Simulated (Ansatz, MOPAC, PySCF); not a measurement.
Series Al-XY, Y = amino, computed as singlets and as triplets. Gas-phase values, no solvent. One relaxed conformer stands for each flexible species; it need not be the lowest. Strings in code marks are SMILES.

Quantity: adiabatic spin-state energy, in kcal/mol. Semi-empirical values (MOPAC) are differences of heats of formation. Levels without diffuse functions put anions too high.

Level 1: B3LYP/aug-cc-pVTZ // PBE0-D3(BJ)/def2-TZVPD (Ansatz, a program for electronic structure)
Level 2: PBE-D3(BJ)/def2-TZVPD // PBE0-D3(BJ)/def2-TZVPD (PySCF)
Level 3: r2SCAN/aug-cc-pVTZ // PBE0-D3(BJ)/def2-TZVPD (Ansatz)
Level 4: PM6 // PBE0-D3(BJ)/def2-TZVPD (MOPAC)

| species | level 1 | level 2 | level 3 | level 4 |
|---|---|---|---|---|
| `[NH2][AlH-]`: multiplicity 3 minus multiplicity 1 | 25.0 | 25.6 | 18.4 | 29.3 |
| `[NH2][Al-][SiH3]`: multiplicity 3 minus multiplicity 1 | 26.3 | 24.2 | 18.7 | 3.74 |
| `[NH2][Al-][CH]=O`: multiplicity 3 minus multiplicity 1 | 20.1 | 15.1 | 12.4 | 25.7 |
| `N#[C][Al-][NH2]`: multiplicity 3 minus multiplicity 1 | 33.1 | 30.1 | 24.8 | 42.3 |
| `[C-]#[N+][Al-][NH2]`: multiplicity 3 minus multiplicity 1 | 38.4 | 36.3 | 30.5 | 47.2 |
| `[NH2][Al-][SH]`: multiplicity 3 minus multiplicity 1 | 38.1 | 36.4 | 30.7 | 33.6 |
| `C=[CH][Al-][NH2]`: multiplicity 3 minus multiplicity 1 | 26.4 | 24.1 | 18.9 | 32.8 |
| `[NH2][Al-][NH2]`: multiplicity 3 minus multiplicity 1 | 35.3 | 37.5 | 28.9 | 42.2 |
